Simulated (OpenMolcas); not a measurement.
# SiSe: a line through the functionals

The species is SiSe (2 atoms), meant as a singlet with charge 0. As SMILES, `[Si][Se]`. The shape is that of a PBE0-D4/def2-TZVP optimisation.

The electronic atomisation energy y, in eV, basis aug-cc-pVTZ; a is the functional's share of exact exchange. Programs: OpenMolcas 26.06.

```
functional     program     a  y (eV)
       PBE  OpenMolcas     0    5.76
      TPSS  OpenMolcas     0    5.63
     B3LYP  OpenMolcas   0.2       ?
      PBE0  OpenMolcas  0.25    5.48
     BHLYP  OpenMolcas   0.5    5.10
```

Question: Fit y = c + s·a to the known rows and predict B3LYP.

Answer: 
1. Means of the 4 rows: a = 0.1875, y = 5.492.
2. Σ(Δa)² = 0.17188, Σ(Δa·Δy) = -0.19938, so the slope is -0.19938/0.17188 = -1.16.
3. Intercept: 5.492 − (-1.16) × 0.1875 = 5.710. The largest residual of the fit is 0.080.
4. B3LYP: 5.710 + (-1.16) × 0.2 = 5.48 eV.

The run gave 5.46 eV, so the prediction is off by +0.02 eV, within the scatter of the fit. The rows mix families of semi-local functionals, which the line can't see.
